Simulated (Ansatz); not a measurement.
Ir20⁺ (relaxed from a model of Ir20 flat piece, whose bonding it doesn't keep). The state is a doublet with charge 1. Geometry r2SCAN-D4/def2-SVP.

```xyz
20

Ir    0.3631    2.4058   -3.6584
Ir   -1.3506    1.1067   -2.6846
Ir   -3.6984    0.6376   -2.8943
Ir   -3.0036    1.4357   -0.6370
Ir   -4.2746    2.7498    0.8801
Ir    1.2049    0.2638   -4.0936
Ir    0.2388   -0.6637   -1.9218
Ir   -2.2682   -0.9087   -1.3447
Ir   -1.7147   -0.0530    0.9898
Ir   -2.1053    2.3550    1.7242
Ir    2.7464   -0.3684   -2.3447
Ir    1.8984   -0.9512    0.0081
Ir   -0.4156   -2.0341    0.1312
Ir    0.4322   -0.5791    2.1262
Ir   -1.2169    0.8550    3.4016
Ir    3.9955   -2.1175   -1.2960
Ir    4.2868   -1.1487    0.8472
Ir    2.4922   -2.0371    2.2185
Ir    1.3354   -1.6618    4.3097
Ir    1.0543    0.7139    4.2383
```

In the def2 sets Ir takes a core potential; there is no spin–orbit coupling. Single mean-field runs in def2-SVP, def2-TZVP are fitted with def2-universal-jkfit. At HF/def2-TZVP, PBE-D4/def2-SVP, PBE-D4/def2-TZVP, PBE0-D4/def2-SVP and others the charge 1 doublet is spin-contaminated (final ⟨S²⟩ up to 18.98, 0.75 for a pure state). At PBE-D4/def2-SVP, PBE-D4/def2-TZVP the gap within one spin of the charge 1 doublet nearly closes, so an electron or hole may be smeared out by delocalisation error. Another isomer (doublet) lies 5.21 eV lower at PBE0-D4/def2-TZVP; other spin states weren't run for this one.

(1) Estimate the α-spin orbital energies around the gap (eV) in Ansatz with HF/def2-TZVP, PBE-D4/def2-SVP, PBE-D4/def2-TZVP, PBE0-D4/def2-SVP, PBE0-D4/def2-TZVP.

Answers

(1) 
| orbital | HF/def2-TZVP | PBE-D4/def2-SVP | PBE-D4/def2-TZVP | PBE0-D4/def2-SVP | PBE0-D4/def2-TZVP |
| --- | --- | --- | --- | --- | --- |
| HOMO−9 | -10.83 | -8.04 | -7.97 | -8.84 | -8.77 |
| HOMO−8 | -10.63 | -8.00 | -7.95 | -8.82 | -8.73 |
| HOMO−7 | -10.56 | -7.95 | -7.89 | -8.74 | -8.70 |
| HOMO−6 | -10.49 | -7.91 | -7.84 | -8.71 | -8.64 |
| HOMO−5 | -10.38 | -7.84 | -7.78 | -8.66 | -8.61 |
| HOMO−4 | -10.03 | -7.82 | -7.76 | -8.58 | -8.52 |
| HOMO−3 | -9.97 | -7.75 | -7.69 | -8.51 | -8.44 |
| HOMO−2 | -9.48 | -7.71 | -7.64 | -8.44 | -8.37 |
| HOMO−1 | -8.88 | -7.68 | -7.62 | -8.37 | -8.27 |
| HOMO | -8.72 | -7.57 | -7.51 | -8.23 | -8.14 |
| LUMO | -3.19 | -7.51 | -7.45 | -6.73 | -6.64 |
| LUMO+1 | -2.83 | -7.36 | -7.30 | -6.61 | -6.56 |
| LUMO+2 | -2.67 | -7.35 | -7.29 | -6.46 | -6.37 |
| LUMO+3 | -2.31 | -7.28 | -7.21 | -6.40 | -6.30 |
| LUMO+4 | -2.27 | -7.23 | -7.17 | -6.34 | -6.27 |
| LUMO+5 | -2.01 | -7.19 | -7.13 | -6.20 | -6.12 |
| β HOMO | -9.04 | -7.60 | -7.54 | -8.22 | -8.14 |
| β LUMO | -3.19 | -7.51 | -7.45 | -6.74 | -6.61 |
